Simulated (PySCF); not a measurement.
trans-[AgCl2(NCS)2]2-, C₂AgCl₂N₂S₂ (charge -2 and doublet state).
Cartesian coordinates in Å at the PBE0-D3(BJ)/def2-SVP level; atoms count from 1:
```
atom  x, y, z in Å
Ag1   -0.002   -0.001    0.048
Cl2    2.453    0.195    0.161
N3    -0.157    2.120    0.011
C4    -0.243    3.290   -0.036
S5    -0.360    4.922   -0.102
Cl6   -2.461   -0.189    0.058
N7     0.156   -2.121    0.003
C8     0.244   -3.292   -0.040
S9     0.369   -4.924   -0.103
```

Theory: PBE0-D3(BJ)/def2-SVP geometry optimisation, gas phase, def2 core potentials past Kr (PySCF).

Problem. Which atoms are bound to Ag1, and at what distances?

Solution. 4 atoms: N3 2.126 Å, N7 2.127 Å, Cl2 2.465 Å, Cl6 2.466 Å. The nearest atom not counted as bound is C4, at 3.30 Å (others tie with it).

Problem. List the angles at Ag1.

Solution. 
| angle | degrees | distance of the outer atoms (Å) |
| --- | --- | --- |
| N3–Ag1–N7 | 177.8 | 4.25 |
| Cl2–Ag1–Cl6 | 177.1 | 4.93 |
| Cl2–Ag1–N7 | 90.4 | 3.27 |
| N3–Ag1–Cl6 | 90.2 | 3.26 |
| Cl6–Ag1–N7 | 89.9 | 3.25 |
| Cl2–Ag1–N3 | 89.7 | 3.25 |

Problem. What is the shape at Ag1?

Solution. Square planar: angles from 89.7° to 177.8°; τ4 = (360° − α − β)/141° = 0.04 with α and β the two widest (0 for a square, 1 for a tetrahedron).

Problem. What are the other bond lengths?

Solution. N3–C4, N7–C8 1.175 Å; C4–S5, C8–S9 1.638 Å.

Problem. Give some angles away from the centre.

Solution. Ag1–N3–C4 178.7°, N3–C4–S5 179.9°.

Problem. What are the rotational constants (commonest isotopes, rigid rotor)?

Solution. A = 1185, B = 259.4, C = 213.1 MHz: a near-prolate asymmetric top.

Point group: near D2h, missed by 0.25 Å at most; the miss may be what the optimiser left on a soft mode (C2v holds within 0.08 Å). Charge -2, doublet. ⟨S²⟩ = 0.754 (exact for a doublet: 0.75). Whether so highly charged an anion holds all its electrons in the gas phase wasn't checked; a finite basis holds them in any case. The ion is multiply charged and computed without counter-ions or solvent. Whether it is a minimum is left open (no frequencies).

Caution for open-shell metal species: one SCF solution and one stationary point were followed, and a lower state or a bent or distorted shape isn't ruled out.
